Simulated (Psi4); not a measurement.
C2H8SSi, singlet, geometry from GFN2-xTB.

Psi4 was given this input:
```
memory 2 GB

molecule mol {
0 1
  Si   -0.022695   -0.565076    0.196186
  C    -1.454908   -0.938382   -0.994426
  C     1.647757   -0.935963   -0.628547
  S    -0.090334    1.529662    0.755923
  H    -0.174107   -1.233329    1.484584
  H    -1.352631   -0.393098   -1.929814
  H    -2.411170   -0.663385   -0.558557
  H    -1.492017   -1.996515   -1.233949
  H     2.475975   -0.659574    0.017755
  H     1.765031   -0.390667   -1.562167
  H     1.741192   -1.993994   -0.852676
  H     0.053703    2.013102   -0.468713
}

set basis sto-3g
set reference rks

energy('pbe')
print_variables()
```

**Question.** What is the computed nuclear repulsion energy (Psi4 with PBE/STO-3G)?

**Answer.** 218.7972 Eh

**Question.** Estimate the number of basis functions that PBE/STO-3G returns for this input.

**Answer.** 36

**Question.** Estimate the dipole moment that PBE/STO-3G returns for this input.

**Answer.** 1.41 D

**Question.** Predict the total energy from PBE/STO-3G.

**Answer.** -759.5749 Eh
